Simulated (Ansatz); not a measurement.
Reaction (redistribution): `CN[SiH2][SiH3]` + `SBBCl` → `[SiH3][SiH2]BCl` + `CNBS`

Gas-phase electronic energies from Ansatz, PBE0-D4/def2-TZVP geometries. CCSD(T)/CBS adds triple-zeta CCSD(T) − MP2 to the extrapolated MP2 energy (def2 sets, frozen cores). Functionals use def2-TZVPP. HSE06 is defined as in plane-wave codes. Each species was taken in one conformer, which may not be the lowest.

`CN[SiH2][SiH3]`:

Z-matrix (Å, degrees):
```
C
N 1 1.448
H 1 1.093 2 109.5
H 1 1.093 2 110.8 3 -117.7
H 1 1.098 2 113.9 3 120.2
Si 2 1.722 1 122.6 3 -37.9
H 2 1.008 1 113.6 3 171.6
Si 6 2.354 2 115.3 1 -62.4
H 6 1.491 2 108.4 1 58.0
H 6 1.489 2 107.1 1 176.3
H 8 1.490 6 110.9 2 -61.9
H 8 1.490 6 111.2 2 177.7
H 8 1.491 6 110.9 2 57.6
```

`SBBCl`:

```xyz
7

S     1.212    1.337   -0.437
B     0.199    0.151    0.398
B    -1.012   -0.661   -0.416
Cl   -0.645   -2.172   -1.216
H     2.007    1.710    0.581
H     0.394   -0.054    1.560
H    -2.154   -0.311   -0.470
```

`[SiH3][SiH2]BCl`:

Cartesian coordinates in Å:
```
Si 1.400 -0.049 0.882
Si -0.113 -0.486 -0.860
B -1.724 0.645 -0.482
Cl -3.004 0.031 0.525
H 1.731 1.400 0.919
H 2.656 -0.822 0.690
H 0.791 -0.432 2.184
H -0.432 -1.941 -0.859
H 0.536 -0.121 -2.150
H -1.842 1.775 -0.850
```

`CNBS`:

```xyz
10

C     0.942   -1.237   -0.153
N    -0.272   -0.489    0.071
B    -0.390    0.895    0.051
S    -2.006    1.672    0.357
H     1.209   -1.845    0.717
H     0.853   -1.901   -1.019
H     1.759   -0.541   -0.344
H    -1.081   -1.062    0.254
H     0.571    1.571   -0.166
H    -1.585    2.937    0.231
```

```
          species  HSE06-D4 energy (Eh)
 `CN[SiH2][SiH3]`            -676.94218
          `SBBCl`            -909.59565
`[SiH3][SiH2]BCl`           -1067.23783
           `CNBS`            -519.33374
```

Problem. Work out ΔE.

Solution. ΔE = (-1067.23783) + (-519.33374) − (-676.94218) − (-909.59565) = -0.03374 Eh = -0.92 eV. CCSD(T)/CBS gives -0.86 eV.

Problem. What do rigid-rotor, harmonic-oscillator terms from PBE0-D4/def2-TZVP frequencies (298.15 K, 1 bar) make of the CCSD(T)/CBS value? (An estimate is asked.)

Solution. The calculation gave: ΔZPE = +0.04 eV, ΔH = -0.83 eV, ΔS = -6 J/(mol·K), ΔG = -0.81 eV. Modes under 50 cm⁻¹ make the entropy rough.

Largest T1 diagnostic among the species: 0.015.

From BLYP to BHLYP (50 % exact exchange), in def2-TZVPP and without D4, ΔE moves by +0.04 eV. Leaving LDA and LC-ωPBE aside and taking each functional with its dispersion term where it has one, the values, not all of them listed here, spread over 0.11 eV, from PBE-D4 to BHLYP-D4. LDA lies −0.07 eV from PBE without D4.
